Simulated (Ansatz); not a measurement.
`F[Si](F)([SiH3])Br` + `F[SiH2]F` → `F[Si](F)(F)Br` + `F[SiH2][SiH3]` at 600 K and 1 bar (redistribution).

Isolated molecules relaxed with PBE0-D4/def2-TZVP in Ansatz; ΔE leaves out vibrations. CBS: MP2 limit from def2 TZ/QZ plus the TZ coupled-cluster correction, frozen cores. This one scheme is used for every species. For Br outer-core shells are correlated without core-valence functions, which leaves a few kJ/mol of doubt a bond. Scalar relativity is left out up to krypton.

```csv
species,CCSD(T)/CBS energy (Eh),H − E (kJ/mol),S (J/(mol·K))
`F[Si](F)([SiH3])Br`,-3353.04613,147.5,464.0
`F[SiH2]F`,-489.99391,92.8,309.1
`F[Si](F)(F)Br`,-3162.03492,72.5,381.8
`F[SiH2][SiH3]`,-681.00067,166.4,386.0
```

H − E and S are ideal-gas, rigid-rotor, harmonic terms from PBE0-D4/def2-TZVP. 1 Eh = 2625.50 kJ/mol, R = 8.31446 J/(mol·K).

Q: By hand: ΔE, ΔH, ΔS and ΔG.

A: ΔE = (-3162.03492) + (-681.00067) − (-3353.04613) − (-489.99391) = 0.00445 Eh = 11.7 kJ/mol. Δ(H − E) = 72.5 + 166.4 − 147.5 − 92.8 = -1.4, so ΔH = 10.3 kJ/mol. ΔS = 381.8 + 386.0 − 464.0 − 309.1 = -5.3 J/(mol·K). ΔG = 10.3 − 600 × (-5.3)/1000 = 13.5 kJ/mol.

Q: By hand: the equilibrium constant, and the temperature at which ΔG would vanish if ΔH and ΔS stayed fixed.

A: log₁₀ K = −ΔG/(RT ln 10) = -1.2. ΔH and −TΔS have one sign here, so there is no such temperature. One of them is within its doubt of zero, so this could turn.

The number of gas molecules stays the same, so ΔS is small and ΔH decides. A doubt of 5 kJ/mol in ΔE shifts log₁₀ K by 0.4 here. These are equilibria of isolated gas molecules and say nothing of rates. Largest T1 diagnostic: 0.012 (customary marks: 0.02 for closed shells, 0.045 for open ones).
